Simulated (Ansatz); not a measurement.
Ideal-gas functions of `Brc1cccs1` at 600 K and 1 bar, from an Ansatz frequency run at PBE0-D4/def2-TZVP.

Molar mass 163.04 g/mol, point group Cs (symmetry number 1), electronic degeneracy 1, moments of inertia 92.504, 443.886, 536.39 u Å². Harmonic wavenumbers (cm⁻¹, unscaled): 193, 214, 342, 476, 573, 653, 705, 763, 839, 872, 916, 1004, 1082, 1104, 1251, 1384, 1466, 1572, 3227, 3247, 3267.

Use S(trans) = R[1.5 ln M + 2.5 ln T − 1.1517]; rotational temperatures θ = 24.2544 K / I; S(rot) = R[ln(√π/σ · √(T³/θAθBθC)) + 1.5]; for each mode x = 1.438777 ν̃/T, S = R[x/(eˣ − 1) − ln(1 − e⁻ˣ)] and H = RT x/(eˣ − 1); 1 cm⁻¹ = 0.0119627 kJ/mol; R = 8.31446 J/(mol·K).

Q: By hand: the entropy, in J/(mol·K).

A: Translation 186.9. Rotation: θ = 0.2622, 0.0546, 0.0452 K, giving 127.5. Vibration, mode by mode: 14.79, 13.95, 10.19, 7.65, 6.30, 5.39, 4.87, 4.36, 3.78, 3.55, 3.26, 2.77, 2.39, 2.29, 1.73, 1.34, 1.15, 0.93, 0.03, 0.03, 0.03, in all 90.8. Electronic 0.0. Sum 405.2 J/(mol·K).

Q: By hand: H − E and G − E in kJ/mol, counted from the electronic energy.

A: Zero-point energy ½ × 25150 × 0.0119627 = 150.4; thermal vibration 31.7; translation, rotation and pV give 4 RT = 20.0. H − E = 202.1 kJ/mol, and G − E = 202.1 − 600 × 405.2/1000 = -41.0 kJ/mol.

Vibration gives 22 % of the entropy.
